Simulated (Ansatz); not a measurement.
System: LiCl, charge 1, multiplicity 2. SMILES of the parent species: [Li][Cl]

Atoms: Li1, Cl2. Bonds: Li1-Cl2.

Bond lengths (Å) and angles (degrees) optimised at HF/STO-3G with Ansatz (a first-principles code); HF/3-21G with Ansatz; HF/6-31G* with Ansatz; PBE/6-31G* with Ansatz; B3LYP/6-31G* with Ansatz; MP2/6-31G* with Ansatz, each started from the B3LYP-D3(BJ)/def2-TZVP structure (Ansatz) of the last column. A row stands for all coordinates that are equal there. 6-31G* holds six Cartesian d functions.

| coordinate | HF/STO-3G | HF/3-21G | HF/6-31G* | PBE/6-31G* | B3LYP/6-31G* | MP2/6-31G* | B3LYP-D3(BJ)/def2-TZVP |
|---|---|---|---|---|---|---|---|
| Li1-Cl2 | 2.306 | 2.577 | 2.497 | 2.471 | 2.460 | 2.455 | 2.383 |

Mean signed difference of all 1 bond lengths from B3LYP-D3(BJ)/def2-TZVP: HF/STO-3G -0.077 Å, HF/3-21G 0.194 Å, HF/6-31G* 0.115 Å, PBE/6-31G* 0.088 Å, B3LYP/6-31G* 0.077 Å, MP2/6-31G* 0.072 Å.
